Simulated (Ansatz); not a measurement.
Isolated molecules relaxed with PBE0-D4/def2-TZVP in Ansatz; ΔE leaves out vibrations. CCSD(T)/CBS is the MP2 limit (def2-TZVPP, def2-QZVPP) plus CCSD(T) − MP2 in def2-TZVPP, frozen cores. DFT in def2-TZVPP.

Consider the isomerisation: `BC(C)(F)[SiH3]` → `B[Si](C)(C)F`.

```
             level  ΔE (kJ/mol)
            PBE-D4       -226.4
           PBE0-D4       -239.7
           ωB97X-V       -244.0
           ωB97M-V       -242.1
            r2SCAN       -243.2
     HF/def2-TZVPP       -272.0
CCSD(T)/def2-TZVPP       -250.1
      HF/CBS(def2)       -274.1
```

Problem. What does CCSD(T)/CBS give? (Best estimate.)

Solution. Ansatz gave: -254.8 kJ/mol. The listed levels differ from it by 28.4, 15.1, 10.8, 12.7, 11.6, -17.2, 4.7, -19.3 kJ/mol.

Largest T1 diagnostic among the species: 0.013.

The D4 term adds +3.2 kJ/mol with B3LYP and +1.4 kJ/mol with PBE0; it sums over pairs of atoms, weighted by their polarisabilities, and B3LYP, whose exchange is more repulsive, gets the larger term. From PBE to PBE0 (25 % exact exchange), in def2-TZVPP and without D4, ΔE moves by −12.8 kJ/mol. In def2-TZVPP, CCSD(T) changes the Hartree–Fock value by +21.9 kJ/mol (the triples alone add +6.2 kJ/mol) and MP2 by +14.4 kJ/mol.

B3LYP here is the variant with VWN-RPA as its local correlation; programs differ in this.
